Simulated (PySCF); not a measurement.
SMILES C(CF)#C (PBE0/def2-SVP optimised geometry):

```
7

C      1.054    -0.385     0.000
C     -0.156    -0.367     0.000
C     -1.615    -0.367     0.000
F     -2.128     0.902     0.000
H      2.128    -0.397     0.001
H     -1.986    -0.902    -0.893
H     -1.986    -0.901     0.893
```

Computed with PBE0/def2-TZVP (PySCF 2.14.0).

**Question.** What are the frontier orbital energies and the dipole moment?

**Answer.** HOMO-2 -10.53 eV, HOMO-1 -8.51 eV, HOMO -8.13 eV, LUMO 0.05 eV, LUMO+1 0.79 eV; dipole moment 1.67 D.

Meta-Löwdin charges at PBE0/def2-TZVP: C1 -0.19, C2 -0.05, C3 0.08, F4 -0.30, H5 0.18, H6 0.14, H7 0.14.
